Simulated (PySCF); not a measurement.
Species: C7H10OSi.
Atom-mapped SMILES: `[CH:1]#[C:2][C@@H:3]1[CH2:4][C@H:5]([CH:6]=[O:7])[CH2:8][SiH2:9]1`

NICS = −σ at a ghost point: NICS(0) at the centroid of the ring atoms, NICS(1) 1 Å to either side along the normal of their mean plane, zz for the tensor component along that normal. Level: GIAO PBE0/pcSseg-1 (PySCF, non-relativistic, gas phase) on the GFN2-xTB geometry, one conformer.

Ring bond lengths (Å), with Mayer bond orders in brackets: C3–C4 1.537 (1.01), C4–C5 1.537 (0.99), C5–C8 1.526 (1.00), C8–Si9 1.904 (0.91), Si9–C3 1.931 (0.81).

Q: What do the NICS probes read (ppm)?

A: 
```tsv
ring	type	NICS(0)	NICS(1), two faces	NICS(1)zz, two faces	rms pucker (Å)	centre to ring atoms, mean (Å)
C3–C4–C5–C8–Si9	5-membered ring with Si; formal bonds all single	-5.9	-4.6 / -4.4	-5.0 / -4.0	0.20	1.40
```

Q: What can be read from them?

A: 
- C3–C4–C5–C8–Si9: mean NICS(1)zz -4.5 ppm, shielded. C3, C4, C5, C8, Si9 have four or more neighbours; no verdict on aromaticity is drawn.

Q: List the ring angles and the Hirshfeld charges of the ring atoms.

A: 
- C3–C4–C5–C8–Si9: C3 104.7° (-0.098 e), C4 108.1° (-0.059 e), C5 107.5° (-0.036 e), C8 103.3° (-0.166 e), Si9 93.2° (+0.344 e); sum 516.8° against 540° for a flat convex ring.
